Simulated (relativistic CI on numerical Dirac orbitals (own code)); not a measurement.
Mo⁴⁺: resonant inelastic scattering at the L2,3 edge

Computed with this model: Dirac-Coulomb-Breit CI, separate exchange-only KLI orbitals for each configuration, model QED, valence Slater integrals scaled by 0.7, Kramers-Heisenberg scattering through one core-hole configuration in a parametric crystal field; configurations [Kr] 4d2 → [He] 2s2 2p5 3s2 3p6 3d10 4s2 4p6 4d3; 10 K; core-hole width 1.6 eV; summed over polarisations. Incident energies are the highest absorption maxima for each field (at most a few, so the weaker spin-orbit partner edge can be absent), on the computed scale of the free ion. Intensities are in per cent of the strongest line above 0.02 eV; levels within 1 cm⁻¹ are merged; final levels count from the ground level, the first row holds all elastic scattering, lines under 0.4 are left out and each table stops after 24 rows. The scale of the Slater integrals is a model choice and moves the terms in proportion.

Field parameters in Wybourne normalisation: D4h B²₀ = −7Ds, B⁴₀ = 21(Dq − Dt), B⁴₄ = 21√(5/14) Dq; Oh B⁴₀ = 21Dq, B⁴₄ = √(5/14) B⁴₀. The field is a parameter set, without covalency, and values of 10Dq over about 45,000 cm⁻¹ lie beyond real compounds.

S is read from ⟨S²⟩ = S(S + 1).

Oh, 10Dq = 46250 cm⁻¹:

```tsv
Final level (eV)	Degeneracy	Irrep	S	2526 eV	2531.4 eV	2636.4 eV
0.000	2	E	1.00	850.2	1123.6	158.3
0.003	3	T2	1.00	88.3	1.7	0.3
0.131	3	T1	1.00	41.5	7.6	3.0
0.185	1	A1	1.00	4.7	21.4	4.7
1.150	3	T2	0.01	23.9	4.2	3.9
1.158	2	E	0.01	48.1	4.9	0.5
2.640	1	A1	0.01	10.3	1.7	2.1
5.560	1	A2	1.00	0.9	23.5	9.2
5.586	3	T2	1.00	4.8	80.1	30.4
5.638	3	T1	1.00	1.7	32.8	15.9
5.638	2	E	1.00	1.4	56.1	34.9
6.479	1	A1	1.00	0.4	11.2	11.7
6.511	3	T1	1.00	1.4	40.9	35.8
6.561	3	T2	0.95	1.3	100.0	29.4
6.584	2	E	1.00	0.8	21.3	7.4
6.852	3	T2	0.12	0.3	3.6	14.4
7.125	3	T1	0.01	0.4	15.3	24.1
```

D4h, 10Dq = 56050, Ds = 1470, Dt = -270 cm⁻¹:

```
Final level (eV)  Degeneracy  Irrep     S  2525.5 eV  2532 eV  2636.7 eV
           0.000           1     A1  1.00      485.9    581.2       96.2
           0.009           2      E  1.00       31.0      0.2        2.4
           0.646           1     B1  0.98       11.0      0.2        0.0
           0.650           1     B2  0.98       10.2      0.2        0.2
           0.727           2      E  1.00       29.1      2.0        0.5
           0.784           1     A2  1.00        4.2      0.2        0.2
           0.787           1     A1  1.00        7.3      2.3        0.6
           1.098           1     B2  0.06        0.5      0.1        0.1
           1.107           1     B1  0.07        4.3      1.8        0.2
           1.716           1     A1  0.01       31.8      1.2        0.4
           1.802           2      E  0.01        6.8      0.6        0.5
           3.406           1     A1  0.01        1.2      0.3        0.3
           7.252           1     B1  1.00        0.2     13.9        7.3
           7.252           1     A1  1.00        0.4     30.3       21.4
           7.253           2      E  1.00        3.0    100.0       44.4
           7.258           1     B2  1.00        0.1      1.7        0.3
           7.631           2      E  1.00        0.0      3.8        1.0
```

For the first field the strongest loss at the lowest incident energy is the level at 1.16 eV (S = 0.01, against 1.00 in the thermal ground state). Levels of other spin, the first over 8 % at 1.15 eV, appear because spin-orbit coupling of the core hole, and in heavier ions of the valence shell too, mixes spins.
